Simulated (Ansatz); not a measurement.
PBE exchange is replaced step by step with exact exchange (0 % is PBE, 25 % PBE0; no dispersion term), basis def2-TZVP, Ansatz. System: Tl2F. The state is a doublet with charge 0. Geometry: PBE0-D4/def2-TZVP, each spin state at its own.

Geometry of the doublet:

Cartesian coordinates in Å:
```
Tl -1.531 -0.878 0.001
Tl 1.586 0.131 -0.764
F -0.055 0.747 0.763
```

In the def2 sets Tl takes a core potential; there is no spin–orbit coupling. The structure comes from a short search, and lower isomers may exist.

HOMO and LUMO are taken over both spins.

```csv
exact exchange (%),HOMO (eV),LUMO (eV),gap (eV),⟨S²⟩,quartet − doublet (kJ/mol)
0,-3.09,-2.55,0.54,0.751,411.3
5,-3.21,-2.41,0.80,0.752,412.1
10,-3.34,-2.28,1.06,0.752,412.8
15,-3.48,-2.15,1.32,0.752,413.4
25,-3.74,-1.89,1.85,0.753,414.6
35,-4.01,-1.64,2.37,0.754,415.5
50,-4.43,-1.26,3.17,0.756,415.8
```
